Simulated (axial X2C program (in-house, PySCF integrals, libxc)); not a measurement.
Which molecule has these constants?

Calculated with an axial X2C code built on PySCF integrals, spin-free (one-electron X2C) or two-component (2c: spin–orbit coupling with atomic mean-field Coulomb and Gaunt terms, which also bring small scalar terms), in Dyall basis sets with cores contracted in-house; open shells are unrestricted.

A two-component CCSD(T) calculation in a Dyall 3-zeta basis gave Re = 2.616 Å, ωe = 305.1 cm⁻¹, De = 0.75 eV, Ω = 1.

Question: Which molecule is it?
A. LiO⁺
B. LiS⁺
C. LiSe⁺

Answer: C. The others have LiO⁺ 2.103 Å and 349.4 cm⁻¹ (Ω = 1); LiS⁺ 2.502 Å and 327.6 cm⁻¹ (Ω = 1).

Frozen shells (counts by l): LiSe⁺ Se 3s2p1d, Li 1s, 6 electrons correlated; LiO⁺ O 1s, Li 1s, 6 electrons correlated; LiS⁺ S 2s1p, Li 1s, 6 electrons correlated. Coupled cluster in natural virtuals with an MP2 remainder. Where the outer core of a metal is frozen, bonds come out longer and ionisation energies lower.

Each entry is the lowest single determinant of a limited PBE0 search at one distance. De goes to single-determinant-based atoms at the same level (for ions the charge split of lowest energy) and is withheld (n/a) where an atom does not fit its ground term or J level. Main or longest-lived isotopes. One determinant is a doubtful description, or other states lie close, for LiSe⁺, LiO⁺, LiS⁺; these need not be ground states, and all values refer to the states named. Some open-shell Ω = 0 determinants are out of reach, so the Ω given for LiSe⁺, LiO⁺, LiS⁺ need not be the lowest component. With several unpaired electrons the Ω given is that of one determinant, not necessarily of the lowest component.
